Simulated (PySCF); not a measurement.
Al(F)(GeH3)(Me) (CH6AlFGe), SMILES [CH3][Al]([GeH3])[F].

Geometry: PBE0-D3(BJ)/def2-SVP. The structure was generated by enumeration; whether it is a known compound was not checked.

Level of theory: B3LYP/def2-TZVP run with PySCF.

Isolated molecule, no solvent.

Computed frontier levels, gap, dipole moment and polarisability:
| Quantity | Result |
|---|---|
| highest occupied level | -7.40 eV |
| lowest empty level | -1.58 eV |
| orbital gap | 5.83 eV |
| dipole moment | 1.77 D |
| quadrupole, principal values (traceless, Buckingham form, about the centre of nuclear charge) | -8.91, 1.48, 7.43 D·Å |
| mean static polarisability | 72.8 bohr³ (10.78 Å³) |
| polarisability, principal values | 61.1, 65.7, 91.4 bohr³ |
